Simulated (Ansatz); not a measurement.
Computed with Ansatz on PBE0-D4/def2-TZVP structures; ΔE is electronic, products minus reactants. CCSD(T)/CBS adds triple-zeta CCSD(T) − MP2 to the extrapolated MP2 energy (def2 sets, frozen cores). DFT in def2-TZVPP. For Sc outer-core shells are correlated without core-valence functions, which leaves a few kJ/mol of doubt a bond. Scalar relativity is left out up to krypton. Each species was taken in one conformer, which may not be the lowest.

`[SiH3][O][Sc]([Cl])[Cl]` + `C=C1C[SiH2]1` → `C=C1C[SiH]1[SiH3]` + `[OH][Sc]([Cl])[Cl]`  (formal exchange of groups at the Si–O bond)

(1) Is it downhill or uphill in electronic energy at CCSD(T)/CBS, and by how much? (Estimate.)

(2) What do these levels give: LDA (SPW92), r2SCAN-D4, PBE0-D4, BHLYP-D4, revPBE, BHLYP, RPA@PBE/def2-TZVPP, MP2/def2-SVP, CCSD(T)/def2-SVP, MP2/def2-TZVPP, HF/def2-QZVPP, MP2/CBS(def2)? (Best estimate.)

Largest T1 diagnostic among the species: 0.015.

Results:

(1) Computed: Uphill: ΔE = +23.7 kcal/mol.

(2) Computed: LDA (SPW92) 17.0, r2SCAN-D4 21.4, PBE0-D4 18.8, BHLYP-D4 25.5, revPBE 17.6, BHLYP 26.3, RPA@PBE/def2-TZVPP 23.8, MP2/def2-SVP 24.3, CCSD(T)/def2-SVP 23.3, MP2/def2-TZVPP 24.4, HF/def2-QZVPP 30.9, MP2/CBS(def2) 24.7 kcal/mol.

From r2SCAN to r2SCAN0 (25 % exact exchange), in def2-TZVPP and without D4, ΔE moves by +0.8 kcal/mol. Leaving LDA and LC-ωPBE aside and taking each functional with its dispersion term where it has one, the values, not all of them listed here, spread over 8.6 kcal/mol, from PBE-D4 to BHLYP-D4.
